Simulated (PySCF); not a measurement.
# Simulated absorption spectrum

Species: CH2Br2.
SMILES: `BrCBr`

Computed with PySCF 2.14.0, density-fitted response routines, TDDFT CAM-B3LYP/aug-cc-pVTZ, vertical, gas phase, core orbitals frozen in the response. Geometry: PBE0-D3(BJ)/def2-TZVP; no solvent, vibrations or thermal averaging. Relativistic effects, spin–orbit coupling among them, are left out although an element past zinc is present.

Computed states:

```tsv
state	E (eV)	f
S1	5.73	0.0001
S2	5.75	0.022
S3	6.05	0.0000
S4	6.21	0.0021
S5	7.13	0.010
S6	7.17	0.035
S7	7.18	0.0000
S8	7.21	0.073
S9	7.71	0.0003
S10	7.73	0.0000
```

Each state is given a Gaussian of 0.4 eV full width at half maximum, with ε(max) = 2.175×10⁸ f / Δν̃ (Δν̃ the width in cm⁻¹). The width is an assumption, not a result. The curve ends short of the highest state used, and states not computed would add to its high-energy end.

Question: Give the broadened spectrum and its maxima.

Answer: 
| λ (nm) | ε (L mol⁻¹ cm⁻¹) |
| --- | --- |
| 173.8 | 7393 |
| 175.7 | 5705 |
| 177.7 | 3542 |
| 179.6 | 1880 |
| 181.5 | 847 |
| 183.5 | 311 |
| 185.4 | 106 |
| 187.4 | 36 |
| 189.3 | 26 |
| 191.2 | 40 |
| 193.2 | 68 |
| 195.1 | 101 |
| 197.0 | 135 |
| 199.0 | 170 |
| 200.9 | 210 |
| 202.8 | 276 |
| 204.8 | 401 |
| 206.7 | 585 |
| 208.6 | 826 |
| 210.6 | 1100 |
| 212.5 | 1323 |
| 214.4 | 1453 |
| 216.4 | 1457 |
| 218.3 | 1338 |
| 220.2 | 1132 |
| 222.2 | 872 |
| 224.1 | 631 |
| 226.0 | 426 |
| 228.0 | 262 |
| 229.9 | 155 |
| 231.8 | 86 |
| 233.8 | 44 |
| 235.7 | 22 |
| 237.6 | 10 |
| 239.6 | 4 |
| 241.5 | 2 |

Maxima: 215 nm (5.75 eV), ε about 1500, made up of S2 (99%) (ε in L mol⁻¹ cm⁻¹; maxima over ε = 5, shares over 10%). At its high-energy end, 7.13 eV, the curve is still rising (ε about 7300, from S6 and S8).

Question: What would ε be at 5.75 eV, the highest of these maxima, with half the width (0.2 eV)?

Answer: About 2940 L mol⁻¹ cm⁻¹ against 1470, a factor of about 1.99; a lone state at its own centre would give exactly 2.

Question: Does any computed singlet lie in the visible range?

Answer: No computed singlet lies in the visible range (380 to 750 nm); the lowest, at 216 nm, stands 2.47 eV above its violet end (3.26 eV).

Question: On this curve, what absorbance would a 10⁻⁵ mol/L sample give at 193 nm over a 1 cm path?

Answer: 193 nm is 6.424 eV, where ε is about 65 L mol⁻¹ cm⁻¹, so A = ε c l ≈ 0.00065 (Beer–Lambert, with the gas-phase spectrum and the assumed width).

The run took 31 s on one thread, Arm Neoverse V2 (aarch64), shared host, and the process peaked at 0.95 GiB of memory.
